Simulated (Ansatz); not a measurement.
Abridged output of a molecular run in Ansatz:

```
Functional definition: HF
995 factors; integrals over basis functions are off by at most 1.5e-3 eV
mean field evaluation 1: about -16787.4957 eV, gradient 3.0e1 eV
mean field evaluation 2: about -16787.6164 eV, gradient 3.0e1 eV
mean field evaluation 4: about -16790.3542 eV, gradient 4.3e0 eV
mean field evaluation 8: about -16790.4287 eV, gradient 1.7e-1 eV
mean field -16790.42891049 eV, -617.0368814990 hartree, gradient 2.9e-6 eV, S^2 0.000000; 0 other end points of the search recorded, 0 dependent functions left out; unrestricted orbitals would lower it
9 core orbitals not correlated: weight in the atoms' cores, before any rotation towards them, 1.000 or more for the frozen orbitals, at most 0.000 for the correlated occupied ones
reference -16790.42891049 eV, -617.0368814990 hartree; 14, 14 occupied and 76, 76 virtual orbitals, 995 factors
second order -17.66228880 eV of doubles, -0.00000000 eV of singles
cycle   1  -18.45461407 eV  change   -7.9e-1 eV  update   9.6e-2
cycle   2  -18.94590428 eV  change   -4.9e-1 eV  update   3.0e-2
cycle   3  -19.05295519 eV  change   -1.1e-1 eV  update   1.5e-2
cycle   4  -19.04845788 eV  change    4.5e-3 eV  update   4.1e-3
cycle   5  -19.04908482 eV  change   -6.3e-4 eV  update   1.8e-3
cycle   6  -19.04892522 eV  change    1.6e-4 eV  update   5.4e-4
cycle   7  -19.04868607 eV  change    2.4e-4 eV  update   2.1e-4
cycle   8  -19.04870059 eV  change   -1.5e-5 eV  update   7.4e-5
cycle   9  -19.04868270 eV  change    1.8e-5 eV  update   2.2e-5
perturbative correction -0.62139665 eV, -0.0228359058 hartree
Total energy: -16810.09898984 eV, -617.7597435822 hartree
```

Its atoms:

Z-matrix (Å, degrees):
```
C
C 1 1.499
H 1 1.092 2 111.4
H 1 1.094 2 110.5 3 121.4
H 1 1.094 2 110.6 3 -121.4
N 2 1.278 1 124.7 3 -0.1
B 2 1.571 1 121.6 3 179.9
H 6 1.026 2 110.9 1 -0.0
Cl 7 1.745 2 120.4 1 0.3
H 7 1.188 2 121.4 1 -179.7
```

Which basis set was used?
A. def2-SVP
B. def2-QZVPP
C. cc-pV(T+d)Z
D. def2-TZVPPD

A. It gives 99 functions.

Write the keys of the input that set method, charge and spin (a neutral closed shell needs none for the last two).


```yaml
correlation: {method: ccsd_t}
```
